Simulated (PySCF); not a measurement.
Job file and geometry (Å, from GFN2-xTB) of an NMR shielding run on SMILES C=CS[C@@H]1C[Si@@H]1C(C)=O, C₆H₁₀OSSi, GIAO PBE0/pcSseg-1 NMR shielding, non-relativistic, gas phase in PySCF 2.14.0, density-fitted response routines; density fitting, a coarse starting grid and PySCF grid level 2 are the driver's defaults:

```
$ OMP_NUM_THREADS=1 python probes_run.py task.json out

{"job": {"kind": "nmr", "xc": "PBE0", "basis": "pcSseg-1"}, "charge": 0, "multiplicity": 1}
C      3.269273     1.296876     0.808562
C      2.332327     0.366827     0.877184
S      0.638584     0.712124     1.207618
C     -0.054901    -0.940584     1.027597
C      0.101519    -1.620502    -0.328722
Si    -1.700949    -1.259453     0.120208
C     -2.625912     0.160207    -0.746469
C     -1.839166     1.309746    -1.299386
O     -3.831793     0.082234    -0.823871
H      4.296169     1.039613     0.615528
H      3.042052     2.339069     0.948585
H      2.535558    -0.683959     0.739549
H      0.177553    -1.546787     1.894049
H      0.598531    -1.031700    -1.088984
H      0.478310    -2.633736    -0.299973
H     -2.530895    -2.332135     0.633166
H     -1.148866     0.943474    -2.057344
H     -1.245433     1.753168    -0.501116
H     -2.501765     2.054769    -1.733643
```

**Question.** What does the program print?

**Answer.** 
```
coarse grid: 17056 points
cycle   1  E = -996.5891915561  dE =  1.212e+00  |g| = 8.180e-01  |ddm| = 4.120e+00
cycle   2  E = -996.1636431266  dE =  4.255e-01  |g| = 1.671e+00  |ddm| = 2.257e+00
cycle   3  E = -996.7221354643  dE = -5.585e-01  |g| = 2.167e-01  |ddm| = 1.803e+00
cycle   4  E = -996.7321159716  dE = -9.981e-03  |g| = 8.172e-02  |ddm| = 2.601e-01
cycle   5  E = -996.7335644488  dE = -1.448e-03  |g| = 2.965e-02  |ddm| = 1.082e-01
cycle   6  E = -996.7337965114  dE = -2.321e-04  |g| = 6.888e-03  |ddm| = 3.802e-02
cycle   7  E = -996.7338075951  dE = -1.108e-05  |g| = 2.550e-03  |ddm| = 1.029e-02
cycle   8  E = -996.7338090595  dE = -1.464e-06  |g| = 8.391e-04  |ddm| = 3.258e-03
final grid: 155848 points
cycle   9  E = -996.8013018669  dE = -2.011e-05  |g| = 1.409e-02  |ddm| = 3.185e-02
cycle  10  E = -996.8011954119  dE =  1.065e-04  |g| = 2.680e-02  |ddm| = 3.086e-02
cycle  11  E = -996.8013424902  dE = -1.471e-04  |g| = 3.272e-03  |ddm| = 2.251e-02
cycle  12  E = -996.8013447395  dE = -2.249e-06  |g| = 3.602e-04  |ddm| = 2.922e-03
cycle  13  E = -996.8013447722  dE = -3.270e-08  |g| = 1.726e-04  |ddm| = 7.366e-04
cycle  14  E = -996.8013447797  dE = -7.519e-09  |g| = 4.702e-05  |ddm| = 2.049e-04
cycle  15  E = -996.8013447803  dE = -5.248e-10  |g| = 1.874e-05  |ddm| = 7.111e-05
converged SCF energy = -996.8013447803

GIAO shielding tensors (ppm)
atom      isotropic    diamagn.    paramagn.     s11        s22        s33       span
  0 C       70.830     252.337    -181.508    -43.335     88.736    167.088    210.423
  1 C       38.025     262.297    -224.272    -66.320     53.643    126.752    193.072
  2 S      422.609    1058.961    -636.352    278.087    386.933    602.806    324.719
  3 C      164.000     258.856     -94.856    128.399    161.274    202.328     73.929
  4 C      172.813     256.969     -84.157    142.578    180.500    195.359     52.781
  5 Si     489.117     882.188    -393.071    367.476    379.489    720.386    352.910
  6 C      -52.924     255.189    -308.113   -141.358   -109.289     91.873    233.231
  7 C      144.400     250.462    -106.062    111.552    134.752    186.897     75.345
  8 O     -525.533     393.170    -918.704  -1395.352   -517.725    336.477   1731.829
  9 H       26.097      28.185      -2.088     22.182     25.057     31.052      8.870
 10 H       26.274      31.152      -4.879     22.774     24.741     31.307      8.533
 11 H       25.072      33.027      -7.954     22.079     23.021     30.118      8.039
 12 H       29.079      32.506      -3.427     21.943     27.592     37.702     15.759
 13 H       30.634      33.655      -3.022     26.052     28.899     36.950     10.898
 14 H       30.333      31.240      -0.907     25.136     25.918     39.946     14.810
 15 H       28.487      30.205      -1.718     22.986     25.847     36.627     13.641
 16 H       29.362      31.004      -1.642     25.897     29.890     32.299      6.402
 17 H       28.486      31.573      -3.087     23.283     28.846     33.329     10.045
 18 H       29.456      28.423       1.033     26.105     27.107     35.156      9.052
```

**Question.** Turn these shieldings into chemical shifts. δ = σ(ref) − σ, references computed at the same level: TMS for ¹³C (σref 186.93), ²⁹Si (σref 349.16), ¹H (σref 31.72); CS2 for ³³S (σref 503.73); H2O for ¹⁷O (σref 336.08).

**Answer.** Averaging equivalent atoms: C 6: 239.8; C 1: 148.9; C 0: 116.1; C 7: 42.5; C 3: 22.9; C 4: 14.1; S 2: 81; Si 5: -140.0; O 8: 861.6; H 11: 6.64; H 9: 5.62; H 10: 5.44; H 15: 3.23; H 12: 2.64; H 16/17/18: 2.62; H 14: 1.38; H 13: 1.08 ppm. Unscaled 17O shifts of doubly bonded oxygen tend to come out too high, by tens of ppm or more. Experimental scales use liquid or dissolved standards, which lie at an offset from isolated H2O (liquid H2O: subtract about 36 ppm).

Size and cost of the density-fitted run: 217 basis functions, 60 s wall time on 1 thread of an Arm Neoverse V1, shared host; peak memory 1 GiB.
